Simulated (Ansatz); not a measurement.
Level of theory: frozen-core CCSD(T)/cc-pVTZ // PBE0-D3(BJ)/def2-TZVP run with Ansatz (a program for electronic structure).

Ansatz 0.2 input:
```yaml
crystal:
  periodic: [false, false, false]
  atoms:
    - { symbol: C, position_ang: [-0.113689, 1.682373, -0.5192] }
    - { symbol: B, position_ang: [-0.024157, 0.214011, -0.018214] }
    - { symbol: Si, position_ang: [-1.668879, -0.912684, 0.293699] }
    - { symbol: Si, position_ang: [1.769206, -0.668978, 0.259108] }
    - { symbol: H, position_ang: [-0.167361, 1.556428, -1.61685] }
    - { symbol: H, position_ang: [-1.019622, 2.224398, -0.239126] }
    - { symbol: H, position_ang: [0.768271, 2.301955, -0.340464] }
    - { symbol: H, position_ang: [-2.931631, -0.136312, 0.457219] }
    - { symbol: H, position_ang: [-1.507117, -1.801546, 1.479612] }
    - { symbol: H, position_ang: [-1.826816, -1.797886, -0.90028] }
    - { symbol: H, position_ang: [2.102121, -0.46846, 1.702547] }
    - { symbol: H, position_ang: [2.865716, -0.056886, -0.545281] }
    - { symbol: H, position_ang: [1.760108, -2.136464, 0.006182] }
basis:
  gaussian: { orbitals: cc-pVTZ }
correlation:
  method: ccsd_t
```

Output:

```
Functional definition: HF
1426 factors; integrals over basis functions are off by at most 1.2e-3 eV
mean field evaluation 1: about -17566.3199 eV, gradient 2.8e1 eV
mean field evaluation 2: about -17566.5299 eV, gradient 2.8e1 eV
mean field evaluation 4: about -17569.5230 eV, gradient 3.5e0 eV
mean field evaluation 8: about -17569.5814 eV, gradient 8.2e-2 eV
mean field evaluation 16: about -17568.8792 eV, gradient 1.1e1 eV
mean field -17569.58145621 eV, -645.6702094257 hartree, gradient 2.6e-6 eV, S^2 0.000000; 0 other end points of the search recorded, 0 dependent functions left out
12 core orbitals not correlated
reference -17569.58145621 eV, -645.6702094257 hartree; 12, 12 occupied and 230, 230 virtual orbitals, 1426 factors
second order -14.54657184 eV of doubles, -0.00000000 eV of singles
cycle   1  -15.92173846 eV  change    -1.4e0 eV  update   9.5e-2
cycle   2  -16.46225472 eV  change   -5.4e-1 eV  update   3.1e-2
cycle   3  -16.51619089 eV  change   -5.4e-2 eV  update   1.1e-2
cycle   4  -16.50934958 eV  change    6.8e-3 eV  update   3.9e-3
cycle   5  -16.50797803 eV  change    1.4e-3 eV  update   1.4e-3
cycle   6  -16.50772403 eV  change    2.5e-4 eV  update   4.6e-4
cycle   7  -16.50772368 eV  change    3.5e-7 eV  update   1.5e-4
cycle   8  -16.50777746 eV  change   -5.4e-5 eV  update   5.7e-5
cycle   9  -16.50777523 eV  change    2.2e-6 eV  update   1.9e-5
perturbative correction -0.59238782 eV, -0.0217698510 hartree
Total energy: -17586.68161927 eV, -646.2986288272 hartree
```

Cost: around 4 core-minutes (rough).
